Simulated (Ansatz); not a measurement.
CH₅FGeO, SMILES C[O][GeH2][F].

Geometry optimised at ωB97X-D3(BJ)/def2-SVP. The structure was generated by enumeration, and PubChem lists no compound with its InChIKey, so it may never have been made. The values are those of a single conformer.

Two levels are set side by side: PBE/def2-SVPD (Ansatz, an electronic-structure program) and CAM-B3LYP/def2-SVPD (Ansatz). Energy differences of separate SCF runs at the same geometry; the states with an electron removed or added have multiplicity 2 and 2. Differences are taken from unrounded values.

```csv
quantity,PBE
vertical ionisation energy (eV),10.41
vertical singlet–triplet gap (eV),6.54
```

**Question.** These are the PBE values. What does CAM-B3LYP give? (The exact figures need the calculation; the answer reports its results.)

**Answer.** 
```
quantity                           CAM-B3LYP  PBE minus CAM-B3LYP
---------------------------------  ---------  -------------------
vertical ionisation energy (eV)        10.88                -0.47
vertical singlet–triplet gap (eV)       7.15                -0.61
```
